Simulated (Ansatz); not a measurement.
Species: [Ti(CH3)3(Br)] (charge 0, multiplicity 1).

Q: Give a relaxed geometry from PBE-D3(BJ)/def2-SVP run with Ansatz (a program for electronic structure).

A: the end point of this relaxation.
Z-matrix (Å, degrees):
```
Ti
C 1 2.0553
H 2 1.1111 1 110.16
H 2 1.1112 3 109.35 1 120.99
H 2 1.1127 3 109.52 4 120.00
C 1 2.0553 2 107.29 3 -63.72
H 6 1.1111 1 110.18 2 -179.41
H 6 1.1112 7 109.35 1 120.96
H 6 1.1127 7 109.53 8 119.99
C 1 2.0553 2 107.30 3 -178.77
H 10 1.1111 1 110.14 2 -63.55
H 10 1.1112 11 109.34 1 120.97
H 10 1.1127 11 109.52 12 119.99
Br 1 2.3666 2 111.54 3 58.75
```
